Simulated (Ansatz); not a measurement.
The inner images of a band of F4HOTa + H2 (9 atoms, charge 0, multiplicity 1) are given out of order.

Level of theory: RKS B3LYP-D4/def2-SVP (Ansatz).

Image 0:

```xyz
9
Properties=species:S:1:pos:R:3
Ta 0.001 0.291 0.028
O 1.869 0.302 0.194
H 2.496 0.390 0.923
F -0.250 0.674 1.873
F 0.051 -0.114 -1.819
F -0.806 1.934 -0.371
F -0.930 -1.312 0.317
H 1.160 -2.928 0.795
H 1.890 -2.730 0.714
```

Image 6:

```xyz
9
Properties=species:S:1:pos:R:3
Ta -0.204 -0.411 0.148
O 2.065 -0.304 0.380
H 2.453 0.575 0.520
F -0.287 -0.294 2.040
F 0.051 -0.790 -1.687
F 0.366 1.402 -0.031
F -2.049 -0.671 0.022
H 0.495 -2.018 0.432
H 2.590 -0.981 0.829
```

**Question.** Put them in order from the first end to the last, with their energies above the first end.
A.
```xyz
9
Properties=species:S:1:pos:R:3
Ta -0.029 -0.246 0.115
O 2.068 -0.059 0.279
H 2.480 0.292 1.083
F -0.003 -0.150 2.006
F 0.290 -0.713 -1.678
F -0.295 1.590 -0.159
F -1.719 -1.043 0.134
H 0.949 -1.930 0.437
H 1.740 -1.235 0.435
```
B.
```xyz
9
Properties=species:S:1:pos:R:3
Ta -0.186 -0.374 0.119
O 2.092 -0.157 0.296
H 2.456 0.409 0.995
F -0.095 -0.160 2.004
F 0.163 -0.771 -1.691
F 0.079 1.490 -0.136
F -1.968 -0.913 0.102
H 0.654 -1.935 0.434
H 2.287 -1.081 0.532
```
C.
```xyz
9
Properties=species:S:1:pos:R:3
Ta 0.088 0.107 0.088
O 1.918 0.549 0.252
H 2.710 0.485 0.795
F 0.035 0.007 1.983
F 0.437 -0.638 -1.612
F -0.738 1.725 -0.299
F -1.328 -1.146 0.191
H 0.833 -2.427 0.705
H 1.526 -2.153 0.550
```
D.
```xyz
9
Properties=species:S:1:pos:R:3
Ta 0.048 0.177 0.049
O 1.922 0.361 0.182
H 2.538 0.405 0.925
F -0.065 0.390 1.936
F 0.235 -0.363 -1.754
F -0.782 1.799 -0.336
F -1.095 -1.301 0.286
H 0.995 -2.626 0.747
H 1.686 -2.334 0.620
```
E.
```xyz
9
Properties=species:S:1:pos:R:3
Ta 0.077 -0.035 0.091
O 1.956 0.293 0.272
H 2.571 0.360 1.012
F 0.022 -0.119 1.987
F 0.347 -0.749 -1.635
F -0.533 1.679 -0.257
F -1.522 -1.061 0.177
H 0.984 -2.173 0.527
H 1.580 -1.688 0.479
```

**Answer.** D (+0.9 kcal/mol), C (+1.5 kcal/mol), E (+5.9 kcal/mol), A (+31.1 kcal/mol), B (+15.2 kcal/mol).

The run took 2.6 min on 4 threads of Arm Neoverse V1, on a shared host, peak memory 0.3 GiB.
